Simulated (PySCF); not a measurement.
Ga(H)2(OMe) (CH₅GaO), SMILES C[O][GaH2]. Atoms are numbered in the order given.

```xyz
8

Ga     0.0502    -0.7785     0.0000
H     -1.0835    -1.8482     0.0000
H      1.6111    -0.9408     0.0000
O     -0.5682     0.9022     0.0000
C      0.2035     2.0743     0.0000
H      1.2958     1.8836     0.0000
H     -0.0276     2.6877     0.8908
H     -0.0276     2.6877    -0.8908
```

Coordinates come from a B3LYP-D3(BJ)/def2-SVP optimisation.

The numbers are results of B3LYP/pcSseg-1 in PySCF, not measurements.

GIAO shieldings, no solvent; atoms listed in one row are averaged. δ = σ(ref) − σ: ¹H against TMS (σ = 31.68 ppm); ¹⁷O against H2O (σ = 333.8 ppm); ¹³C against TMS (σ = 181.3 ppm), references at their B3LYP-D3(BJ)/def2-TZVP geometries, non-relativistic.

| nucleus | atoms | count | δ (ppm) |
|---|---|---|---|
| ¹H | H3 | 1 | 5.85 |
| ¹H | H2 | 1 | 5.56 |
| ¹H | H6, H7, H8 | 3 | 4.50 |
| ¹⁷O | O4 | 1 | 156.7 |
| ¹³C | C5 | 1 | 64.1 |
